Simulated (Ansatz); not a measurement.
Reaction (ligand exchange at the Si–O bond): `[SiH3][O][Cd][Br]` + `N[SiH2]F` → `F[SiH2]N[SiH3]` + `[OH][Cd][Br]`

Isolated molecules relaxed with PBE0-D4/def2-TZVP in Ansatz; ΔE leaves out vibrations. CCSD(T)/CBS is the MP2 limit (def2-TZVPP, def2-QZVPP) plus CCSD(T) − MP2 in def2-TZVPP, frozen cores. This one scheme is used for every species. Functionals use def2-TZVPP. def2 core potentials past Kr. For Br, Cd outer-core shells are correlated without core-valence functions, which leaves a few kJ/mol of doubt a bond. Scalar relativity is left out up to krypton. Each species was taken in one conformer, which may not be the lowest.

(1) Is it downhill or uphill in electronic energy at CCSD(T)/CBS, and by how much? (Estimate.)

(2) What do these levels give: ωB97M-V, r2SCAN, r2SCAN0, CCSD/def2-SVP, HF/CBS(def2), MP2/CBS(def2)? (Best estimate.)

(3) What do rigid-rotor, harmonic-oscillator terms from PBE0-D4/def2-TZVP frequencies (298.15 K, 1 bar) make of the CCSD(T)/CBS value? (Best estimate.)

Largest T1 diagnostic among the species: 0.014.

Answers

(1) Computed: Uphill: ΔE = +12.8 kcal/mol.

(2) Ansatz gave: ωB97M-V 13.2, r2SCAN 12.9, r2SCAN0 13.7, CCSD/def2-SVP 14.5, HF/CBS(def2) 17.2, MP2/CBS(def2) 12.8 kcal/mol.

(3) The calculation gave: ΔZPE = -0.4 kcal/mol, ΔH = +12.4 kcal/mol, ΔS = -10 J/(mol·K), ΔG = +13.1 kcal/mol. Modes under 50 cm⁻¹ make the entropy rough.

The D4 term adds −0.7 kcal/mol with B3LYP and −0.4 kcal/mol with PBE0; it sums over pairs of atoms, weighted by their polarisabilities, and B3LYP, whose exchange is more repulsive, gets the larger term. At CCSD(T), def2-SVP lies +1.3 kcal/mol from the extrapolated value and def2-TZVPP +0.8 kcal/mol.

B3LYP here is the variant with VWN-RPA as its local correlation; programs differ in this.
